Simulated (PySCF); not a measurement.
Cr: ionisation energy

Cr [Ar] 3d5 4s1 (7S) → Cr⁺ [Ar] 3d5 (6S), as a difference of total energies. All numbers are calculated (PySCF 2.14, no relativity, point nucleus, in def2-TZVPPD (6s6p4d2f1g, 67 functions)). Correlated levels: valence: [Ar] frozen; valence and next inner shell: [Ne] frozen. The calculations carry no spin-orbit coupling.

```csv
method,ionisation energy (eV)
UHF,5.915
LDA,7.480
PBE,7.266
PBE0,6.935
r2SCAN,7.225
wB97X-V,6.539
wB97M-V,6.636
TPSS,7.098
wB97X,6.402
MP2 (valence),6.366
SCS-MP2 (valence),6.065
MP2 (valence and next inner shell),6.611
SCS-MP2 (valence and next inner shell),6.298
```

Question: How much does correlation contribute at MP2 (valence and next inner shell)?

Answer: 6.611 − (5.915) = 0.696 eV, measured against UHF.

These non-relativistic numbers lack the scalar-relativistic shift.

Errors of the correlated levels include the incompleteness of this basis and the frozen core.

For comparison: 6.767 eV (measured; NIST Atomic Spectra Database, ionization energies).
